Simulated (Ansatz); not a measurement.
Stepwise reaction of `F[SiH](F)[SiH](F)F` with hydrogen fluoride, as a gas-phase model of exchange steps in deposition or etching. ΔE in kJ/mol.

Gas-phase electronic energies from Ansatz, PBE0-D4/def2-TZVP geometries. CBS: MP2 limit from def2 TZ/QZ plus the TZ coupled-cluster correction, frozen cores. This one scheme is used for every species. Functionals use def2-TZVPP. B3LYP here is the variant with VWN-RPA as its local correlation; programs differ in this. Each species was taken in one conformer, which may not be the lowest.

```tsv
step	reaction	PBE-D4	B3LYP-D4	ωB97M-V	CCSD(T)/CBS
1	`F[SiH](F)[SiH](F)F` + H–F → `F[SiH](F)[Si](F)(F)F` + H₂	-133.9	-141.6	-142.5	-138.9
2	`F[SiH](F)[Si](F)(F)F` + H–F → `F[Si](F)(F)[Si](F)(F)F` + H₂	-131.2	-138.9	-139.6	-136.2
```

Problem. By hand: ΔE of the 2 steps together at CCSD(T)/CBS.

Solution. (-138.9) + (-136.2) = -275.1 kJ/mol, or -137.6 kJ/mol a step.

In ΔE the steps differ by no more than 2.7 kJ/mol. All are downhill at CCSD(T)/CBS. PBE-D4 differs from CCSD(T)/CBS by 5.0 to 5.0 kJ/mol a step. Only this route is followed, and other bonds may react first. Isolated molecules leave out the surface, adducts and barriers. Largest T1 diagnostic: 0.013.
